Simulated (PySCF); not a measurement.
NMR data simulated for an unnamed compound:

1H NMR (300 MHz, computed): δ 4.90 (m, 1H), 4.54 (m, 1H), 4.54 (m, 1H), 3.95 (m, 1H), 2.96 (m, 1H), 2.09 (m, 1H), 1.90 (m, 1H), 1.70 (m, 1H), 1.57 (m, 1H), 1.12 (m, 1H), 1.04 (m, 1H).

13C{1H} NMR (computed): δ 104.6 (CH), 85.9 (C), 65.6 (C), 45.6 (CH), 36.0 (CH), 30.3 (CH2), 13.6 (CH2).

Level of theory: geometry: GFN2-xTB, NMR shieldings at PBE0/pcSseg-1/GIAO, in PySCF 2.14 (non-relativistic Hamiltonian, no solvent, one conformer).

Shifts are taken against calculated references (same method and geometry level): 1H (σref 31.72), 13C (σref 186.93) against TMS.

Q: Which of these does the molecule contain: a (CH3)2CH unit, a Si–H bond, a methoxy group, a Si–CH3 group, a C≡C triple bond?

A: 
- A (CH3)2CH unit: no.
- A Si–H bond: yes (δH 4.90 (m), 4.54 (m)).
- A methoxy group: no.
- A Si–CH3 group: no.
- A C≡C triple bond: yes (δC 104.6, 85.9; δH 1.90 (m)).

The data belong to `InChI=1S/C7H11ClSi2/c1-2-10-7(8)5-3-6(7)9-4-5/h1,5-6H,3-4,9-10H2/t5-,6-,7-/m0/s1`; they needn't prove each group on their own.

Carbon signals by region: 1 in the sp2 and nitrile region (100–160 ppm), 2 at 50–100 ppm, 4 below 50 ppm.

Carbons that carry Cl, above all several Cl atoms, come out too deshielded, partly because spin–orbit coupling is missing. Shifts are as computed. Against solution values, carbons near 30 ppm lie about +3 ppm off and those near 130 ppm about +5 ppm; carbons on Cl a further +6 ppm. Of 1211 compounds with measured shifts, 218 miss one by over three times the rms of a fit or turn the order of signals round; such compounds aren't used in these exercises. Multiplicities follow the n + 1 count of equivalent neighbours, as no J values were calculated; m marks all less simple cases, F and P coupling included.
